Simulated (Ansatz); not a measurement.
Abridged output of a molecular run in Ansatz:

```
Functional definition: HF
1436 factors; integrals over basis functions are off by at most 9.4e-4 eV
mean field evaluation 1: about -29833.8389 eV, gradient 7.0e1 eV
mean field evaluation 2: about -29834.1346 eV, gradient 7.1e1 eV
mean field evaluation 4: about -29843.4637 eV, gradient 7.6e0 eV
mean field evaluation 8: about -29843.6342 eV, gradient 1.1e0 eV
mean field evaluation 16: about -29843.6407 eV, gradient 1.5e-6 eV
mean field -29843.64072137 eV, -1096.7335677641 hartree, gradient 1.7e-6 eV, S^2 0.000000; 0 other end points of the search recorded, 0 dependent functions left out; unrestricted orbitals would lower it
12 core orbitals not correlated: weight in the atoms' cores, before any rotation towards them, 1.000 or more for the frozen orbitals, at most 0.000 for the correlated occupied ones
reference -29843.64072137 eV, -1096.7335677641 hartree; 20, 20 occupied and 198, 198 virtual orbitals, 1436 factors
second order -38.80910568 eV of doubles, -0.00000000 eV of singles
cycle   1  -34.64466581 eV  change     4.2e0 eV  update   3.2e-1
cycle   2  -36.73427213 eV  change    -2.1e0 eV  update   2.4e-1
cycle   3  -37.16719400 eV  change   -4.3e-1 eV  update   4.1e-2
cycle   4  -37.19965703 eV  change   -3.2e-2 eV  update   2.0e-2
cycle   5  -37.18629903 eV  change    1.3e-2 eV  update   5.1e-3
cycle   6  -37.18968647 eV  change   -3.4e-3 eV  update   2.7e-3
cycle   7  -37.18917987 eV  change    5.1e-4 eV  update   1.1e-3
cycle   8  -37.18818321 eV  change    1.0e-3 eV  update   4.6e-4
cycle   9  -37.18839267 eV  change   -2.1e-4 eV  update   1.9e-4
cycle  10  -37.18863222 eV  change   -2.4e-4 eV  update   7.4e-5
cycle  11  -37.18847533 eV  change    1.6e-4 eV  update   4.9e-5
cycle  12  -37.18838251 eV  change    9.3e-5 eV  update   2.2e-5
cycle  13  -37.18846812 eV  change   -8.6e-5 eV  update   1.1e-5
cycle  14  -37.18844551 eV  change    2.3e-5 eV  update   3.8e-6
perturbative correction -2.39810494 eV, -0.0881287309 hartree
Total energy: -29883.22727182 eV, -1098.1883466604 hartree
```

Its atoms:

Cartesian coordinates in Å:
```
N -0.204 1.219 -0.820
Mo 0.023 0.117 0.469
N 0.154 -1.465 -0.173
Cl 1.987 0.623 1.483
Cl -1.826 0.186 1.780
H -0.306 1.446 -1.801
H 0.170 -2.127 -0.939
```

(1) Which basis set was used?
A. cc-pV(Q+d)Z
B. def2-QZVPP
C. cc-pV(D+d)Z
D. def2-TZVPP

(2) Write the keys of the input that set method, charge and spin (a neutral closed shell needs none for the last two).

Answers

(1) D. It gives 230 functions.

(2) 
```yaml
correlation: {method: ccsd_t}
```
